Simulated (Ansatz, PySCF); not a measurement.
Gas-phase reaction (SMILES): N=C=O [isocyanic acid] + C (CH4) → C=N (CH3N) + C=O (CH2O); bond separation energy.

Geometries: B3LYP-D3(BJ)/def2-TZVP minima from Ansatz (a quantum-chemistry and plane-wave program). Valence correlation only, unless marked. No spin-orbit coupling. Non-relativistic. CBS marks a two-point X^-3 extrapolation of the correlation energy; Hartree-Fock from the larger set. Thermal terms are rigid-rotor harmonic-oscillator values from B3LYP-D3(BJ) frequencies (PySCF) at 298.15 K and 1 atm. 1 Eh = 627.5095 kcal/mol.

| species | E, CCSD(T)/CBS(cc-pVTZ,cc-pVQZ) (Ansatz) (Eh) | E, PBE/def2-TZVPD (Ansatz) (Eh) | H - E (Eh) | G - E (Eh) |
|---|---|---|---|---|
| N=C=O | -168.51214 | -168.57759 | 0.02548 | -0.00158 |
| C (CH4) | -40.45816 | -40.46301 | 0.04840 | 0.02728 |
| C=N (CH3N) | -94.51687 | -94.54648 | 0.04365 | 0.01788 |
| C=O (CH2O) | -114.38801 | -114.42020 | 0.03033 | 0.00552 |

### Question
Work out ΔE and ΔH, ΔG, ΔS and the equilibrium constant at 298.15 K at the first level, then ΔH at the second.

### Answer

1. ΔE = [(-94.51687) + (-114.38801)] - [(-168.51214) + (-40.45816)] = 0.06542 Eh = 41.1 kcal/mol at CCSD(T)/CBS(cc-pVTZ,cc-pVQZ).
2. The terms H - E add up to 0.00010 Eh, so ΔH = (0.06542 + (0.00010))×627.5095 = 41.1 kcal/mol.
3. The terms G - E add up to -0.00230 Eh, so ΔG = 39.6 kcal/mol, and ΔS = (0.00010 - (-0.00230))×627509.5/298.15 = 5.1 cal/(mol K).
4. log10 K = -ΔG/(RT ln 10) = -29.0, with RT ln 10 = 1.3642 kcal/mol.
5. At PBE/def2-TZVPD the same steps give ΔE = 46.4 and ΔH = 46.4 kcal/mol, a shift of +5.3 from the first level.
6. These values are not checked against measurement here, since the tables used lack a sound gas-phase enthalpy of formation for at least one species.
